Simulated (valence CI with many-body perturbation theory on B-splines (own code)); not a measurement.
Se II: electric-dipole lines

Level of theory: relativistic CI+MBPT: five valence electrons over a frozen Dirac-Fock core [Ar] 3d10, radial functions for each j: 9 s, 9 p, 8 d, 6 f, 3 g, 1 h, with the one-electron correlation potential Σ1, the two-electron term Σ2, the three-electron term Σ3, Breit, model QED; selected CI, second order for the rest, scaled by the run's own slope (own B-spline code, finite nucleus).

Against 14 measured levels this calculation errs by 171 cm⁻¹ on average and by 343 at most. These come from a selection out of the NIST Handbook of Basic Atomic Spectroscopic Data. Levels without a partner in it may be off by more. Among the levels kept, up to 1500 cm⁻¹ of a level comes from second order outside the variational space, and about a tenth of that is noise between levels of different J, which matters for small intervals.

Lines 51 to 100 of 242 in falling wavelength, among levels below 125568 cm⁻¹, chosen from the strongest by gf and those to the six lowest levels. Wavelengths and rates use the calculated energies, so an error of 200 cm⁻¹ moves a line at 5780 Å by 1.2 % and its rate by three times that or more. Electric multipoles are in the length gauge, E1 and E2 with the static RPA response of the core. Weak lines are less certain than strong ones. Lines between different terms over intervals too small for the method are left out, as are lines whose strength nearly cancels. Where a level lies close to another of its J and parity, the split of strength between their lines is uncertain. The highest levels of a list are the least certain.

Names give the largest LS component (configuration and term), which can be under half, so a name can repeat, a term be missing and a line seem to break the LS rules; names also repeat where a configuration has a term twice. Letters in brackets count levels of one name in rising energy.

```
λ vac (Å)  λ from measured levels               Upper                  Lower   A (s⁻¹)  log gf  Branch %
     7851                          4s2.4p2.5p 2S°_1/2  4s2.4p2.5s 2P_3/2 [a]  1.84e+07   -0.47      26.2
     7795                          4s2.4p2.5p 2P°_3/2      4s2.4p2.5s 2D_3/2  6.07e+05   -1.66       0.6
     7739                          4s2.4p2.5p 2D°_3/2      4s2.4p2.4d 2P_3/2  6.36e+05   -1.64       0.6
     7737                          4s2.4p2.5p 2P°_3/2      4s2.4p2.5s 2D_5/2  2.95e+06   -0.98       2.8
     7714                          4s2.4p2.5p 4D°_1/2  4s2.4p2.5s 2P_3/2 [b]  4.12e+06   -1.13       4.5
     7363                          4s2.4p2.5p 4P°_5/2      4s2.4p2.4d 2P_3/2  1.88e+06   -1.04       1.8
     7145                          4s2.4p2.5p 4D°_1/2  4s2.4p2.5s 2P_3/2 [a]  1.64e+06   -1.60       1.8
     7115                          4s2.4p2.5p 2S°_1/2      4s2.4p2.5s 2P_1/2  1.59e+07   -0.62      22.8
     6530                          4s2.4p2.5p 4D°_1/2      4s2.4p2.5s 2P_1/2  9.48e+06   -0.92      10.4
     6492                          4s2.4p2.5p 2P°_1/2      4s2.4p2.4d 2P_1/2  1.61e+07   -0.69      15.6
     6473                          4s2.4p2.5p 4P°_3/2  4s2.4p2.5s 2P_3/2 [b]  1.87e+06   -1.33       1.5
     6443                          4s2.4p2.5p 2P°_3/2      4s2.4p2.4d 2P_1/2  3.30e+06   -1.09       3.1
     6426                          4s2.4p2.5p 2D°_5/2      4s2.4p2.4d 2P_3/2  5.04e+06   -0.73       4.7
     6175                          4s2.4p2.5p 2S°_1/2      4s2.4p2.5s 4P_3/2  2.55e+06   -1.54       3.6
     6094                          4s2.4p2.5p 2D°_3/2  4s2.4p2.5s 2P_3/2 [b]  3.61e+06   -1.10       3.3
     6076                          4s2.4p2.5p 2P°_1/2      4s2.4p2.4d 2P_3/2  7.44e+06   -1.08       7.2
     6068                          4s2.4p2.5p 4P°_3/2  4s2.4p2.5s 2P_3/2 [a]  1.74e+06   -1.41       1.4
     6033                          4s2.4p2.5p 2P°_3/2      4s2.4p2.4d 2P_3/2  3.19e+07   -0.16      30.0
     6012                          4s2.4p2.5p 2P°_1/2      4s2.4p2.4d 4F_3/2  2.35e+06   -1.59       2.3
     5970                          4s2.4p2.5p 2P°_3/2      4s2.4p2.4d 4F_3/2  2.70e+06   -1.24       2.5
     5858                          4s2.4p2.5p 4P°_5/2  4s2.4p2.5s 2P_3/2 [b]  5.51e+06   -0.77       5.2
     5850                          4s2.4p2.5p 4P°_1/2  4s2.4p2.5s 2P_3/2 [a]  6.12e+06   -1.20       5.0
     5780                    5749  4s2.4p2.5p 4D°_5/2      4s2.4p2.5s 4P_5/2  5.55e+06   -0.78       5.2
     5734                          4s2.4p2.5p 2D°_3/2  4s2.4p2.5s 2P_3/2 [a]  1.96e+06   -1.41       1.8
     5730                    5699  4s2.4p2.5p 4D°_1/2      4s2.4p2.5s 4P_3/2  1.44e+07   -0.85      15.9
     5655                          4s2.4p2.5p 2S°_1/2      4s2.4p2.5s 4P_1/2  2.73e+07   -0.58      38.9
     5619                          4s2.4p2.5p 4P°_3/2      4s2.4p2.5s 2P_1/2  1.11e+07   -0.68       9.0
     5594                    5568  4s2.4p2.5p 4D°_3/2      4s2.4p2.5s 4P_3/2  1.89e+07   -0.45      18.1
     5551                          4s2.4p2.5p 4P°_3/2      4s2.4p2.5s 4P_5/2  1.66e+06   -1.51       1.3
     5524                          4s2.4p2.5p 4P°_5/2  4s2.4p2.5s 2P_3/2 [a]  7.93e+06   -0.66       7.5
     5431                          4s2.4p2.5p 4P°_1/2      4s2.4p2.5s 2P_1/2  7.72e+06   -1.17       6.4
     5331                          4s2.4p2.5p 2D°_3/2      4s2.4p2.5s 2P_1/2  5.69e+07   -0.01      52.3
     5279                    5255  4s2.4p2.5p 4D°_1/2      4s2.4p2.5s 4P_1/2  5.06e+07   -0.37      55.8
     5255                    5229  4s2.4p2.5p 4D°_7/2      4s2.4p2.5s 4P_5/2  9.11e+07    0.48      86.4
     5249                          4s2.4p2.5p 2D°_5/2  4s2.4p2.5s 2P_3/2 [b]  2.56e+07   -0.20      23.8
     5202                    5177  4s2.4p2.5p 4D°_5/2      4s2.4p2.5s 4P_3/2  8.62e+07    0.32      81.3
     5164                    5144  4s2.4p2.5p 4D°_3/2      4s2.4p2.5s 4P_1/2  7.11e+07    0.06      67.8
     5093                          4s2.4p2.5p 4P°_5/2      4s2.4p2.5s 4P_5/2  6.64e+07    0.19      63.0
     5031                          4s2.4p2.5p 2P°_3/2          4s.4p4 2D_5/2  3.24e+06   -1.31       3.0
     5016                          4s2.4p2.5p 4P°_3/2      4s2.4p2.5s 4P_3/2  5.85e+07   -0.05      47.5
     5014                          4s2.4p2.5p 2P°_1/2  4s2.4p2.5s 2P_3/2 [b]  2.42e+07   -0.74      23.4
     4984                          4s2.4p2.5p 2P°_3/2  4s2.4p2.5s 2P_3/2 [b]  3.31e+07   -0.31      31.1
     4980                          4s2.4p2.5p 2D°_5/2  4s2.4p2.5s 2P_3/2 [a]  3.39e+07   -0.12      31.6
     4922                          4s2.4p2.5p 4S°_3/2      4s2.4p2.5s 2P_1/2  1.74e+06   -1.60       1.1
     4870                          4s2.4p2.5p 4S°_3/2      4s2.4p2.5s 4P_5/2  1.11e+08    0.20      71.0
     4866                          4s2.4p2.5p 4P°_1/2      4s2.4p2.5s 4P_3/2  8.11e+07   -0.24      66.8
     4785                          4s2.4p2.5p 2D°_3/2      4s2.4p2.5s 4P_3/2  2.16e+07   -0.53      19.9
     4767                          4s2.4p2.5p 2P°_1/2  4s2.4p2.5s 2P_3/2 [a]  9.48e+06   -1.19       9.2
     4741                          4s2.4p2.5p 2P°_3/2  4s2.4p2.5s 2P_3/2 [a]  1.33e+07   -0.75      12.5
     4667                          4s2.4p2.5p 4P°_3/2      4s2.4p2.5s 4P_1/2  2.64e+07   -0.46      21.4
```

Task: How does gf follow from A for the line at 5279 Å?

Result: gf = 1.4992 × (2J+1)_upper × A / σ², with σ = 18943 cm⁻¹ and 2J+1 = 2: gf = 0.423.
